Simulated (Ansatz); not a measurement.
Ansatz results at the PBE0-D4/def2-TZVP geometry: LUMO energy (ωB97M-V/def2-TZVPP) 1.93 eV; HOMO energy (PBE0/def2-TZVPP) -6.93 eV; size of the dipole moment (ωB97M-V/def2-TZVPP) 1.23 D.

Each molecule was computed in one conformer, which needn't be the lowest.

Question: Which molecule gave them?
A. `C[NH][AlH2]`
B. `CC(C)(C)[CH2][AlH][Cl]`
C. `C[S][AlH][Cl]`
D. `[NH2][AlH][NH2]`

Answer: D. The others give `C[S][AlH][Cl]`: 0.53, -7.41, 2.44; `C[NH][AlH2]`: 0.92, -6.88, 1.20; `CC(C)(C)[CH2][AlH][Cl]`: 0.63, -7.67, 2.32.
